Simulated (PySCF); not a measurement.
PySCF 2.14 output of an unrestricted r2SCAN calculation on a single atom or ion in ANO-RCC-VTZP (8s7p5d3f2g1h, 104 functions), with scalar relativity by spin-free X2C-1e:

```
SCF conv_tol = 1e-09
number electrons alpha = 33  beta = 27
    J. W. Furness, A. D. Kaplan, J. Ning, J. P. Perdew, and J. Sun.,  J. Phys. Chem. Lett. 11, 8208-8215 (2020)
    J. W. Furness, A. D. Kaplan, J. Ning, J. P. Perdew, and J. Sun.,  J. Phys. Chem. Lett. 11, 9248-9248 (2020)
    J. W. Furness, A. D. Kaplan, J. Ning, J. P. Perdew, and J. Sun.,  J. Phys. Chem. Lett. 11, 8208-8215 (2020)
    J. W. Furness, A. D. Kaplan, J. Ning, J. P. Perdew, and J. Sun.,  J. Phys. Chem. Lett. 11, 9248-9248 (2020)
cycle= 1 E= -10019.3573965802  delta_E= -0.0156  |g|= 0.194  |ddm|= 0.243
cycle= 2 E= -10019.3488455261  delta_E= 0.00855  |g|= 0.293  |ddm|= 0.16
cycle= 3 E= -10019.3635046638  delta_E= -0.0147  |g|= 0.00937  |ddm|=  0.1
cycle= 4 E= -10019.3635243504  delta_E= -1.97e-05  |g|= 0.00109  |ddm|= 0.0102
cycle= 5 E= -10019.3635285516  delta_E= -4.2e-06  |g|= 0.00049  |ddm|= 0.00963
cycle= 6 E= -10019.3635333852  delta_E= -4.83e-06  |g|= 0.000397  |ddm|= 0.0147
cycle= 7 E= -10019.3635390287  delta_E= -5.64e-06  |g|= 0.000112  |ddm|= 0.0361
cycle= 8 E= -10019.363539077  delta_E= -4.83e-08  |g|= 4.97e-05  |ddm|= 0.00269
cycle= 9 E= -10019.3635390786  delta_E= -1.59e-09  |g|= 1.17e-05  |ddm|= 0.000207
cycle= 10 E= -10019.3635390793  delta_E= -6.88e-10  |g|= 1.17e-06  |ddm|= 0.000393
converged SCF energy = -10019.3635390793  <S^2> = 12.003749  2S+1 = 7.0010709
```

The run itself started from symmetry-adapted Hartree-Fock orbitals and held the occupation by maximum overlap, on a logarithmic radial grid, so the iterations belong to that start.

Q: Which element, charge and spin multiplicity is this?

A: Pm⁺ (promethium, charge +1), multiplicity 7; the state was [Xe] 4f5 6s1, one real determinant.

⟨L²⟩ = 24.07 against 30 for a pure H term, so this real determinant mixes terms. Spin-orbit coupling, absent here, splits the open shell strongly.
